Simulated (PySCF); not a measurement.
SbF4, SMILES [F][Sb]([F])([F])[F], multiplicity 2.

Geometry: B3LYP-D3(BJ)/def2-SVP. The multiplicity is an assumed one; other spin states were not compared. The isomer is the one that the SMILES or the coordinates give; other isomers of the formula were not compared. The def2 effective core potentials stand for the cores of Sb; spin–orbit coupling is left out.

Calculation: r2SCAN/def2-TZVP (PySCF).

Computed frontier levels, dipole moment and polarisability:
The α spin, highest occupied and lowest empty level comes out as -8.32 and -2.82 eV and the β spin, highest occupied and lowest empty level is -10.46 and -6.80 eV. The dipole moment is 2.10 D and the quadrupole, principal values (traceless, Buckingham form, about the centre of nuclear charge) comes out as -6.09, 1.65, 4.44 D·Å. The mean static polarisability comes out as 38.8 bohr³ (5.76 Å³) and the polarisability, principal values is 32.8, 35.9, 47.8 bohr³. The ⟨S²⟩ is 0.755 (pure state 0.75).
